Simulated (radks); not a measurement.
The numbers below are computed, except where a source is named.
Ionisation of the hafnium ion Hf22+, [Kr] 4d10 4f4, to Hf23+, [Kr] 4d10 4f3, under several functionals. Scalar-relativistic Kohn-Sham, spin-polarised, spherical densities, finite nucleus; open shells are filled with parallel spins first (spin-orbit coupling, left out, can overturn this in heavy ions); a radial shooting solver on a logarithmic mesh with Libxc functionals.

functional                                      E(Hf22+) (hartree)  Exc (hartree)  IE (eV)  -e(HOMO) (eV)  <r> HOMO (bohr)  IE error (eV)
OLYP                                                   -14885.0047      -287.9935   631.02         608.93           0.4857          -19.0
PBE                                                    -14879.9772      -282.8039   628.97         606.90           0.4869          -21.0
LDA (Slater exchange, Perdew-Wang correlation)         -14870.5786      -273.3971   629.28         607.20           0.4867          -20.7
PBEsol                                                 -14875.4031      -278.2284   628.94         606.87           0.4867          -21.1
MS2 meta-GGA                                           -14879.7434      -282.0869   628.41         606.46           0.4871          -21.6
exchange-only B88                                      -14878.1710      -280.9782   627.22         605.17           0.4871          -22.8
BLYP                                                   -14880.9709      -283.7826   628.69         606.61           0.4872          -21.3
B86b exchange with PBE correlation                     -14881.1254      -283.9528   629.01         606.95           0.4869          -21.0
RPBE                                                   -14880.5650      -283.4019   628.90         606.84           0.4869          -21.1
SOGGA                                                  -14874.9609      -277.7846   628.80         606.73           0.4868          -21.2

NIST Atomic Spectra Database: 650 eV (theoretical). Closest: OLYP. The Delta-SCF values span 3.80 eV, the total energies 14.43 hartree. The highest occupied level is 4f. Open shells are spherical and high-spin; term and fine-structure splittings are not resolved. Spin-orbit splitting is averaged out at the scalar-relativistic level.
